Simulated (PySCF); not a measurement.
C₅H₅Cl, SMILES C=CC=C=CCl.

The structure is a stationary point at PBE0-D3(BJ)/def2-SVP. The structure was generated by enumeration, and PubChem lists no compound with its InChIKey, so it may never have been made. One conformer was computed; it need not be the lowest.

All values below come from CAM-B3LYP/def2-TZVP (PySCF).

The molecule is in vacuum.

Computed frontier levels, gap, dipole moment and polarisability:
```
Property                                                                                                        Result
---------------------------------------------------------------------------------------------  -----------------------
highest occupied level                                                                                        -8.33 eV
lowest empty level                                                                                            -0.33 eV
orbital gap                                                                                                    8.00 eV
dipole moment                                                                                                   1.81 D
quadrupole, principal values (traceless, Buckingham form, about the centre of nuclear charge)    -4.88, 0.76, 4.12 D·Å
mean static polarisability                                                                       82.9 bohr³ (12.29 Å³)
polarisability, principal values                                                               50.1, 52.2, 146.4 bohr³
```
